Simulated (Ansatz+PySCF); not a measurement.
Two shapes of singlet BeH₂.

Shape 1:

```xyz
3

H     0.0000    0.0000   -1.3391
Be    0.0000    0.0000    0.0000
H     0.0000    0.0000    1.3391
```

Shape 2:

```xyz
3

H     0.0000    0.0000   -1.4462
Be    0.0000    0.0000    0.0000
H     0.0000    0.0000    1.4462
```

Basis set: def2-SVP (spherical functions). All electrons are correlated. Charge 0, multiplicity 1.

Computed with Ansatz (development build ahead of 0.2.0); each method stands on the lowest determinant of its kind that the runs found.

Question: Which shape is lower in energy, and by how much in each method?

Answer:

```json
{"method": "RHF", "E(2) − E(1) (eV)": "0.176"}
{"method": "UHF", "E(2) − E(1) (eV)": "0.176"}
{"method": "RHF-MP2", "E(2) − E(1) (eV)": "0.189"}
{"method": "RHF-CCSD(T)", "E(2) − E(1) (eV)": "0.177"}
{"method": "UHF-CCSD(T)", "E(2) − E(1) (eV)": "0.177"}
```

Shape 1 is lower.
